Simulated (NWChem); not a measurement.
# Basis-set dependence for CHCl2

SMILES: Cl[CH]Cl
```xyz
4

Cl     0.1691    -0.0239     1.4703
C     -0.6687     0.1485     0.0000
Cl     0.1691    -0.0239    -1.4703
H     -1.7364    -0.0785     0.0000
```
Charge 0, spin multiplicity 2.

All runs are NWChem calculations. All single points use one geometry, from UPBE0/def2-SVP, a minimum by its harmonic frequencies.

Hartree-Fock energies in Ha, correlation energies in mHa.

The correlated methods keep 11 core orbitals frozen. The structure started from a generated list of species. The unpaired electrons of the parent sit in orbitals of symmetry a' (Cs labels of the run); other states weren't searched. The stability of the SCF solutions was not checked. Open-shell Hartree-Fock references start from PBE0 orbitals. No row is a measurement; the coupled-cluster row has its own basis-set and correlation limits.

| basis | functions | UHF | UMP2 | SCS-UMP2 | CCSD on ROHF | CCSD[T] on ROHF | CCSD(T) on ROHF | CCSD on UHF | CCSD[T] on UHF | CCSD(T) on UHF |
|---|---|---|---|---|---|---|---|---|---|---|
| STO-3G | 24 | -947.07443 | -54.9 | -58.9 | -76.9 | -78.5 | -78.3 | -73.5 | -75.0 | -74.7 |
| def2-SVP | 55 | -957.06934 | -382.7 | -371.3 | -422.7 | -434.4 | -433.8 | -417.8 | -429.0 | -428.4 |
| def2-TZVP | 111 | -957.43499 | -509.0 | -498.3 | not run | not run | not run | not run | not run | not run |

From def2-SVP to def2-TZVP the Hartree-Fock energy moves by -365.6 mHa and the UMP2 correlation energy by -126.3 mHa, which is 25 % of its value in the larger set.
